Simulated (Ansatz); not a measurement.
Two isomers of CH4BClN2: A = `N=C(N)BCl`, B = `N=C(Cl)BN`.

Isolated molecules relaxed with PBE0-D4/def2-TZVP in Ansatz; ΔE leaves out vibrations. CCSD(T)/CBS is the MP2 limit (def2-TZVPP, def2-QZVPP) plus CCSD(T) − MP2 in def2-TZVPP, frozen cores. DFT in def2-TZVPP. B3LYP here is the variant with VWN-RPA as its local correlation; programs differ in this. Each species was taken in one conformer, which may not be the lowest.

Q: Which is lower in electronic energy at CCSD(T)/CBS, and by how much? (Estimate.)

A: Ansatz gave: B, by 36.5 kJ/mol.

Q: Give E(B) − E(A) in kJ/mol with CCSD/def2-TZVPP, CCSD(T)/def2-TZVPP, CCSD(T)/def2-SVP, PBE-D4, HF/def2-TZVPP, B3LYP-D4, LDA (SPW92). (Best estimate.)

A: The calculation gave: CCSD/def2-TZVPP -34.6, CCSD(T)/def2-TZVPP -36.3, CCSD(T)/def2-SVP -31.5, PBE-D4 -36.9, HF/def2-TZVPP -26.7, B3LYP-D4 -38.3, LDA (SPW92) -33.5. None reverses the order clearly.

Q: Does the order hold for the free energy at 298.15 K (harmonic terms from PBE0-D4)? (Estimate.)

A: Ansatz gave: Yes: G(B) − G(A) = -34.8 kJ/mol, for one conformer each.

Largest T1 diagnostic: 0.014.

From PBE to PBE0 (25 % exact exchange), in def2-TZVPP and without D4, E(B) − E(A) moves by +5.5 kJ/mol. Leaving LDA and LC-ωPBE aside and taking each functional with its dispersion term where it has one, the values, not all of them listed here, spread over 14.7 kJ/mol, from BLYP-D4 to PBE-QIDH. LDA lies +3.2 kJ/mol from PBE without D4.
